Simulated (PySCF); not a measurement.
Level of theory: PySCF with r2SCAN-D4/def2-TZVP. All species are isolated molecules in the gas phase. One relaxed conformer stands for a flexible species; it need not be the lowest. Excitations are Tamm–Dancoff values on a coarser integration grid. The basis has no diffuse functions, so Rydberg states are missing or too high.

Reference species (SMILES): `BB(N)N` (neutral, multiplicity 1).

```yaml
HOMO: -5.86 eV
S1 excitation (TDA): 3.97 eV
S1 oscillator strength: 0.041
```

Changed species: `BNBN` (B–N–B–N torsion 180°).

Problem. Give the shifts of the HOMO, S1 excitation (TDA) and S1 oscillator strength.

Solution. the HOMO drops by 0.98 eV, to -6.84 eV; the S1 excitation (TDA) goes up by 2.66 eV, to 6.63 eV; the S1 oscillator strength increases by 0.226, to 0.267.
